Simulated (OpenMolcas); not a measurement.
V2+, Nb2+, Ta2+: d3 down the group

* Program: OpenMolcas 26.06
* Method: SS-CASPT2, IPEA 0.25 Eh, imaginary shift 0.1 Eh
* Basis: ANO-R2
* Scalar Hamiltonian: X2C, finite nucleus
* Spin-orbit coupling: RASSI with atomic mean-field integrals over the reference wave functions, term energies averaged over their components

Active space for each ion: 3 electrons in 6 orbitals (d s); closed shells correlated by CASPT2: V2+ 3s 3p; Nb2+ 4s 4p; Ta2+ 5s 5p.

Computed levels in cm-1 above 4F 3/2:

```csv
Level,V2+,Nb2+,Ta2+
4F 5/2,158,530,2950
4F 7/2,376,1209,5560
4F 9/2,647,1992,7640
4P 1/2,11640,8880,14090
4P 5/2,11890,9830,15450
2G 7/2,11970,9630,12560
2P 1/2,15370,10880,8320
2H 9/2,17040,13520,19890
2H 11/2,17220,13870,19710
weight of 4F in the lowest level (%),100,99,81
```

Mixed levels, with the weight of the term that names them: Ta2+ 4P 5/2 (66 %), Ta2+ 2H 9/2 (56 %).

Measured, with the error of the calculation in %. Measured levels: V2+ from Sugar and Corliss, J. Phys. Chem. Ref. Data 7, 1191 (1978); Nb2+ from the list in Shadmi, J. Res. Natl. Bur. Stand. 70A, 435 (1966).

```csv
Level,V2+,Nb2+
4F 5/2,146 (+8.9),516 (+2.8)
4F 7/2,342 (+10.0),1177 (+2.8)
4F 9/2,584 (+10.8),1939 (+2.7)
4P 1/2,11514 (+1.1),8664 (+2.4)
4P 5/2,11770 (+1.0),9594 (+2.5)
2G 7/2,11966 (0),9236 (+4.3)
2P 1/2,15580 (-1.3),
2H 9/2,16811 (+1.3),12916 (+4.6)
2H 11/2,16978 (+1.4),13264 (+4.5)
```

The fine-structure level 4F 9/2 changes by a factor of 11.8 from V2+ to Ta2+.

Without spin-orbit coupling 4P lies 11430, 8380, 8660 cm-1 above 4F in that order; the difference to the level 4P 1/2, of either sign, comes from spin-orbit coupling, which also lowers the zero.

CASPT2 breaks the degeneracy within a term, and the mean is taken; among the terms shown or strongly mixed into the levels shown the widest spread is 640 cm-1 (3d3 4F, V2+). Terms from blocks run as CI alone lack orbitals of their own. Configurations are named by rounded mean occupations; where the s occupation lies near a half they are strongly mixed, a name can repeat and a true partner stay unpaired (holds for Ta2+). Computed and measured levels are paired by configuration, term and J; levels that our copy of the source lacks, or whose pairing is in doubt (as where it misses far off the trend of its configuration), stay unpaired and out of the deviations. Levels of configurations outside the active space are missing.
